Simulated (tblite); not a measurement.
Species: C7H10O.
Atom-mapped SMILES: `[CH3:1][CH2:2]/[CH:3]=[C:4]1[CH:5]=[C:6]\1[O:7][CH3:8]` (hydrogens: H9, H10, H11 on C1; H12, H13 on C2; H14 on C3; H15 on C5; H16, H17, H18 on C8)

Computed with GFN2-xTB (tblite), gas phase: Langevin dynamics at 600 K from the optimised GFN2-xTB geometry, time step 0.5 fs, friction 0.01 fs⁻¹, 2000 steps. The instantaneous temperature is 2·E(kin)/(3Nk) with all 3N coordinates.

| t (fs) | T (K) | E(pot) above start (eV) | C1–C2 (Å) | C2–C3 (Å) | C3=C4 (Å) | C4–C5 (Å) | C5=C6 (Å) | C1–H9 (Å) | C1–C2–C3–C4 (°) |
| --- | --- | --- | --- | --- | --- | --- | --- | --- | --- |
| 0 | 509 | 0.000 | 1.528 | 1.503 | 1.314 | 1.461 | 1.330 | 1.088 | -119 |
| 25 | 452 | 0.836 | 1.539 | 1.479 | 1.321 | 1.522 | 1.359 | 1.086 | -129 |
| 50 | 369 | 1.101 | 1.587 | 1.479 | 1.309 | 1.497 | 1.342 | 1.122 | -139 |
| 75 | 438 | 1.171 | 1.573 | 1.519 | 1.317 | 1.447 | 1.353 | 1.189 | -143 |
| 100 | 430 | 1.265 | 1.465 | 1.561 | 1.328 | 1.532 | 1.305 | 1.067 | -137 |
| 125 | 522 | 0.784 | 1.486 | 1.482 | 1.346 | 1.406 | 1.301 | 1.016 | -145 |
| 150 | 576 | 1.169 | 1.553 | 1.503 | 1.289 | 1.472 | 1.361 | 1.124 | -122 |
| 175 | 553 | 1.198 | 1.514 | 1.492 | 1.325 | 1.470 | 1.285 | 1.181 | -119 |
| 200 | 622 | 1.300 | 1.497 | 1.452 | 1.298 | 1.498 | 1.341 | 1.155 | -138 |
| 225 | 771 | 0.935 | 1.555 | 1.539 | 1.364 | 1.469 | 1.374 | 1.038 | -130 |
| 250 | 582 | 1.433 | 1.466 | 1.517 | 1.328 | 1.399 | 1.330 | 1.090 | -132 |
| 275 | 533 | 1.306 | 1.478 | 1.474 | 1.261 | 1.542 | 1.330 | 1.162 | -141 |
| 300 | 576 | 1.201 | 1.557 | 1.504 | 1.333 | 1.433 | 1.324 | 1.155 | -140 |
| 325 | 805 | 1.051 | 1.542 | 1.513 | 1.323 | 1.507 | 1.305 | 1.046 | -124 |
| 350 | 562 | 1.235 | 1.556 | 1.467 | 1.329 | 1.432 | 1.336 | 1.067 | -144 |
| 375 | 509 | 1.239 | 1.557 | 1.548 | 1.330 | 1.494 | 1.301 | 1.161 | -155 |
| 400 | 544 | 1.421 | 1.531 | 1.528 | 1.314 | 1.424 | 1.358 | 1.164 | -134 |
| 425 | 525 | 1.338 | 1.548 | 1.428 | 1.366 | 1.507 | 1.307 | 1.061 | -129 |
| 450 | 590 | 0.971 | 1.583 | 1.395 | 1.304 | 1.537 | 1.355 | 1.063 | -116 |
| 475 | 450 | 1.051 | 1.670 | 1.476 | 1.344 | 1.507 | 1.325 | 1.168 | -110 |
| 500 | 452 | 0.847 | 1.513 | 1.527 | 1.296 | 1.467 | 1.337 | 1.148 | -100 |
| 525 | 411 | 1.245 | 1.484 | 1.576 | 1.327 | 1.469 | 1.347 | 1.025 | -85 |
| 550 | 621 | 0.710 | 1.505 | 1.530 | 1.330 | 1.514 | 1.339 | 1.084 | -90 |
| 575 | 450 | 1.071 | 1.590 | 1.475 | 1.345 | 1.420 | 1.343 | 1.194 | -80 |
| 600 | 470 | 1.001 | 1.596 | 1.532 | 1.315 | 1.495 | 1.318 | 1.110 | -82 |
| 625 | 437 | 0.965 | 1.511 | 1.468 | 1.301 | 1.410 | 1.318 | 1.057 | -68 |
| 650 | 536 | 0.984 | 1.483 | 1.474 | 1.330 | 1.437 | 1.342 | 1.104 | -44 |
| 675 | 423 | 1.132 | 1.603 | 1.607 | 1.350 | 1.465 | 1.278 | 1.119 | -41 |
| 700 | 725 | 0.949 | 1.528 | 1.567 | 1.251 | 1.472 | 1.343 | 1.139 | -29 |
| 725 | 622 | 1.020 | 1.454 | 1.472 | 1.320 | 1.485 | 1.312 | 1.059 | -35 |
| 750 | 564 | 1.183 | 1.509 | 1.568 | 1.341 | 1.490 | 1.349 | 1.068 | -44 |
| 775 | 604 | 1.592 | 1.561 | 1.558 | 1.348 | 1.461 | 1.343 | 1.133 | -39 |
| 800 | 561 | 1.746 | 1.542 | 1.433 | 1.292 | 1.498 | 1.321 | 1.074 | -37 |
| 825 | 486 | 1.823 | 1.569 | 1.494 | 1.328 | 1.560 | 1.302 | 1.044 | -41 |
| 850 | 668 | 1.296 | 1.521 | 1.457 | 1.337 | 1.482 | 1.314 | 1.099 | -26 |
| 875 | 649 | 1.262 | 1.540 | 1.540 | 1.334 | 1.445 | 1.354 | 1.085 | -16 |
| 900 | 658 | 1.395 | 1.509 | 1.530 | 1.332 | 1.507 | 1.315 | 1.052 | -22 |
| 925 | 749 | 1.075 | 1.510 | 1.506 | 1.279 | 1.407 | 1.336 | 1.057 | -5 |
| 950 | 644 | 1.083 | 1.535 | 1.541 | 1.361 | 1.481 | 1.338 | 1.074 | -1 |
| 975 | 716 | 0.991 | 1.498 | 1.492 | 1.312 | 1.457 | 1.351 | 1.129 | -22 |
| 1000 | 584 | 1.251 | 1.549 | 1.534 | 1.278 | 1.496 | 1.337 | 1.108 | -12 |

Problem. From 500 fs on, how do temperature and potential energy compare with equipartition?

Solution. The mean temperature of these 21 frames is 573 K against the target 600 K, and the mean potential energy 1.17 eV against 48 × kT/2 = 1.24 eV for 48 classical harmonic modes. For 18 atoms in a canonical ensemble the temperature itself scatters by T·√(2/(3N)) = 115 K; here its standard deviation is 103 K. The whole run lasts only 10 friction times of 100 fs, so these averages carry a wide statistical error.

Problem. What are the kinetic and total energies of the listed frame with the highest potential energy?

Solution. The one at 825 fs, 1.823 eV above the start. Its kinetic energy is 3NkT/2 = 1.132 eV at 486 K, so the sum is 2.95 eV; over the listed frames the sum runs from 1.18 to 3.05 eV, since the thermostat adds and removes energy.

Problem. How much do the listed bonds fluctuate from 500 fs on?

Solution. 
```tsv
bond	at the start (Å)	mean (Å)	standard deviation (Å)
C1–C2	1.528	1.529	0.038
C2–C3	1.503	1.518	0.044
C3=C4	1.314	1.319	0.027
C4–C5	1.461	1.472	0.035
C5=C6	1.330	1.330	0.019
C1–H9	1.088	1.093	0.040
```

The motion is classical and holds no zero-point motion.

What follows is the cost of the whole dynamics run. On an Intel Xeon Platinum 8375C at 2.90 GHz with one thread, no GPU (shared host), this took 14 s and 0.18 GiB of memory at its peak.
